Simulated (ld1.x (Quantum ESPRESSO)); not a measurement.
Varying the TM potential for titanium (Ti)

Base potential:

* Element: Ti (Z = 22)
* Generator: ld1.x (Quantum ESPRESSO) 7.5
* Type: norm-conserving Troullier–Martins (Kleinman–Bylander form)
* Functional: PBE
* Relativity: scalar-relativistic
* Frozen core: [Ne] 3s2
* Valence charge: 10
* Reference configuration: 3p6 3d2 4s1.5 4p0 (charge +0.5)
* Partial waves: 4s (bound): rc 2.10 bohr; 3d (bound): rc 2.25 bohr; 3p (bound): rc 1.60 bohr
* Local potential: the p channel
* Core correction: none

All-electron outer shells of the reference configuration (PBE, scalar-relativistic, ld1.x):

```
shell  level (eV)  outermost node (bohr)  outermost maximum (bohr)
   3s      -66.09                   0.40                      0.87
   3p      -42.33                   0.37                      0.90
   3d       -7.65                      –                      0.98
   4s       -7.32                   1.24                      2.85
   4p       -3.93                   1.38                      3.57
```

Cutoffs, loose and tight: the cutoffs (Ry, on a coarse ladder) from which the occupation-weighted sum of valence levels, in a spherical-Bessel basis at the reference potential, stays within 10 and 1 mRy of its value at 400 Ry. They do not see the model core or the augmentation charge, which bear on the density cutoff. Test errors are all-electron minus pseudo excitation energies from the reference, over the configurations 3p6 3d2 4s2 4p0; 3p6 3d2 4s1 4p0; 3p6 3d2 4s0 4p0; 3p6 3d3 4s1 4p0; 3p6 3d1 4s2 4p1; 3p5 3d2 4s2 4p0; 3p6 3d2 4s0 4p2. A dash means not determined; rows that change the core or the reference have their own tests.

A true bound ghost makes a file unfit for plane-wave use even where its test errors are small: the radial tests pick states by their node count and pass the ghost by.

| change | outcome | cutoff, loose | cutoff, tight | bound ghosts | largest test error (meV) |
| --- | --- | --- | --- | --- | --- |
| base | generated | 45 Ry | 80 Ry | s | -299 |
| wave 3d (bound): rc 2.25 bohr becomes 3d (bound): rc 1.50 bohr | generated | 80 Ry | 90 Ry | s | -153 |
| wave 3d (bound): rc 2.25 bohr becomes 3d (bound): rc 1.80 bohr | generated | 60 Ry | 80 Ry | s | -195 |
| wave 3d (bound): rc 2.25 bohr becomes 3d (bound): rc 2.20 bohr | generated | 45 Ry | 80 Ry | s | -284 |
| wave 3d (bound): rc 2.25 bohr becomes 3d (bound): rc 2.66 bohr | generated | 40 Ry | 80 Ry | s | -422 |
| wave 3d (bound): rc 2.25 bohr becomes 3d (bound): rc 2.86 bohr | generated | 40 Ry | 80 Ry | s | -481 |

Task: What comes out with this change to the base: wave 3d (bound): rc 2.25 bohr becomes 3d (bound): rc 3.24 bohr?

Result: outcome: generated; cutoff, loose: 40 Ry; cutoff, tight: 80 Ry; bound ghosts: s; largest test error (meV): -580.

Reading the sweep of the d radius (base included, trends over the rows without a ghost): Bound ghosts are found at 1.5, 1.8, 2.2, 2.25, 2.66, 2.86, 3.24 bohr. Every judged row has one, so this setting neither creates nor removes them.
